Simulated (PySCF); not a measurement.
W(O)(S)(OH)(NH2) (H₃NO₂SW), SMILES [W](=[S])(=[O])([OH])[NH2], multiplicity 1. Coordinates come from a PBE-D3(BJ)/def2-SVP optimisation. The multiplicity is an assumed one; no other spin state was optimised. The structure was generated by enumeration; whether it is a known compound was not checked. The def2 effective core potentials stand for the cores of W; spin–orbit coupling is left out. Other conformers were not sampled.

All values below come from PySCF 2.14.0 with PBE-D3(BJ)/def2-SVP.

Harmonic wavenumbers (cm⁻¹): 164, 179, 200, 208, 243, 262, 350, 455, 525, 560, 640, 697, 699, 973, 1453, 3469, 3570, 3745. Rotational constants (GHz): 3.186, 2.153, 1.983; symmetry number 1.

Q: Work out the zero-point energy and the ideal-gas rigid-rotor harmonic-oscillator thermochemistry at 298.15 K and 1 atm.

A: ZPE = ½ Σ hcν = ½ × 18392 cm⁻¹ = 26.29 kcal/mol. H − E(el) = 31.62 kcal/mol. Entropy in cal/(mol K): translation 42.62, rotation 27.56, vibration 16.65, total 86.83. G − E(el) = 5.73 kcal/mol. Cp = 27.24 cal/(mol K).
